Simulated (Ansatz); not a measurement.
Total energies of H3O4Ta, SMILES `[O]=[Ta]([OH])([OH])[OH]`.

```xyz
8

O    -0.1868   -0.2156   -2.2308
Ta   -0.0439   -0.0507   -0.5243
O    -0.1077    1.8148   -0.1253
O     1.6283   -0.8179   -0.0162
O    -1.5104   -0.9850    0.2628
H    -0.0537    2.3404    0.6708
H     2.0925   -0.9487    0.8087
H    -1.8183   -1.1373    1.1544
```

Total charge 0; spin multiplicity 1. Correlated methods include outer-core shells of Ta, which these sets cover unevenly. Ta: def2 effective core potential. All single points use the PBE0-D4/def2-TZVP geometry. It is one conformer, not always the lowest. Basis def2-TZVPP, Ansatz.

RPA on PBE orbitals: Hartree–Fock energy of these orbitals -357.87592 Eh, correlation -2.01230 Eh (frozen core).

| functional | energy without D4 (Eh) | D4 term (kJ/mol) |
| --- | --- | --- |
| PBE | -359.83678 | -15.0 |
| BLYP | -360.06495 | -31.8 |
| r2SCAN | -360.00185 | -3.6 |
| B97M-V | -360.01910 | – |
| PBE0 | -359.77296 | -12.8 |
| B3LYP | -360.13119 | -24.2 |
| r2SCAN0 | -359.88767 | -4.3 |
| HSE06 (plane-wave form) | -359.75900 | -12.0 |
| BHLYP | -359.82833 | -20.3 |
| CAM-B3LYP | -359.97126 | -13.1 |
| LC-ωPBE | -359.94794 | – |
| ωB97M-V | -359.93520 | – |
| B2PLYP | -359.81843 | – |
| PBE-QIDH | -359.64614 | – |

Q: Give the same for LDA (SPW92), revPBE, r2SCANh, ωB97X-V. (Estimate.)

A: Computed: 
```tsv
functional	energy without D4 (Eh)	D4 term (kJ/mol)
LDA (SPW92)	-357.86478	–
revPBE	-360.07854	-38.6
r2SCANh	-359.95536	-3.9
ωB97X-V	-359.97040	–
```

B3LYP takes the VWN-RPA correlation (the form of Gaussian; ORCA's B3LYP/G). HSE06 is the plane-wave form, built on full-range PBE exchange. The double hybrids freeze the cores in their second-order part.

LC-ωPBE has ω = 0.4 bohr⁻¹.
